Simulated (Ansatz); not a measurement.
All values below come from frozen-core CCSD(T)/cc-pVTZ // PBE-D3(BJ)/def2-TZVP in Ansatz (a program for electronic structure). The geometry is that of the parent before the electron was removed.

Ansatz 0.2 input:
```yaml
crystal:
  periodic: [false, false, false]
  atoms:
    - { symbol: B, position_ang: [1.535027, -0.348976, -0.050615] }
    - { symbol: C, position_ang: [0.066961, 0.127315, 0.00324] }
    - { symbol: C, position_ang: [-0.156624, 1.461195, 0.065349] }
    - { symbol: C, position_ang: [-1.078122, -0.854523, -0.011013] }
    - { symbol: H, position_ang: [2.420151, 0.466377, -0.040151] }
    - { symbol: H, position_ang: [1.811686, -1.520378, -0.102143] }
    - { symbol: H, position_ang: [-1.165778, 1.887393, 0.108918] }
    - { symbol: H, position_ang: [0.675945, 2.167842, 0.074529] }
    - { symbol: H, position_ang: [-1.04858, -1.473226, -0.921424] }
    - { symbol: H, position_ang: [-1.001927, -1.554271, 0.835703] }
    - { symbol: H, position_ang: [-2.058735, -0.358748, 0.037607] }
basis:
  gaussian: { orbitals: cc-pVTZ }
correlation:
  method: ccsd_t
total_charge: 1
magnetization:
  spin_polarized: true
  initial_magnetization: 1
```

Output:

```
Functional definition: HF
1228 factors; integrals over basis functions are off by at most 1.3e-3 eV
mean field evaluation 1: about -3856.2978 eV, gradient 3.4e1 eV
mean field evaluation 2: about -3856.2994 eV, gradient 3.4e1 eV
mean field evaluation 4: about -3862.7084 eV, gradient 3.9e0 eV
mean field evaluation 8: about -3862.9173 eV, gradient 1.6e-1 eV
mean field evaluation 16: about -3863.2144 eV, gradient 3.5e0 eV
mean field evaluation 32: about -3862.9166 eV, gradient 1.8e-1 eV
mean field evaluation 64: about -3862.9416 eV, gradient 2.5e-1 eV
mean field evaluation 96: about -3861.5531 eV, gradient 2.8e0 eV
mean field evaluation 128: about -3862.9330 eV, gradient 1.6e0 eV
mean field evaluation 160: about -3862.9420 eV, gradient 2.1e-1 eV
mean field evaluation 192: about -3863.5084 eV, gradient 3.5e-2 eV
mean field evaluation 224: about -3865.6285 eV, gradient 1.8e-1 eV
mean field evaluation 256: about -3861.4679 eV, gradient 3.8e0 eV
mean field evaluation 288: about -3860.3350 eV, gradient 4.6e-2 eV
mean field evaluation 320: about -3859.2109 eV, gradient 1.6e1 eV
mean field evaluation 352: about -3858.5381 eV, gradient 1.1e1 eV
mean field -3865.62861320 eV, -142.0592313178 hartree, gradient 3.1e-6 eV, S^2 0.755482; 4 other end points of the search recorded, 0 dependent functions left out
determinant -3865.62861320 eV, -142.0592313178 hartree, with singles and doubles -3882.05083324 eV, -142.6627367731 hartree
determinant -3863.50841633 eV, -141.9813155199 hartree, with singles and doubles -3880.62637542 eV, -142.6103889136 hartree
4 core orbitals not correlated
reference -3865.62861320 eV, -142.0592313178 hartree; 11, 10 occupied and 203, 204 virtual orbitals, 1228 factors
second order -14.65750433 eV of doubles, -0.00000000 eV of singles
cycle   1  -16.10703195 eV  change    -1.3e0 eV  update   2.5e-2
cycle   2  -16.13845681 eV  change   -3.1e-2 eV  update   6.1e-3
cycle   3  -16.13896818 eV  change   -5.1e-4 eV  update   3.0e-3
cycle   4  -16.14073506 eV  change   -1.8e-3 eV  update   1.6e-3
cycle   5  -16.14169684 eV  change   -9.6e-4 eV  update   9.2e-4
cycle   6  -16.14204922 eV  change   -3.5e-4 eV  update   3.0e-4
cycle   7  -16.14222068 eV  change   -1.7e-4 eV  update   9.3e-5
cycle   8  -16.14224137 eV  change   -2.1e-5 eV  update   3.8e-5
cycle   9  -16.14222133 eV  change    2.0e-5 eV  update   1.6e-5
perturbative correction -0.58572359 eV, -0.0215249450 hartree
Total energy: -3882.35655812 eV, -142.6739719551 hartree
```

Cost: around 30 core-minutes (rough).
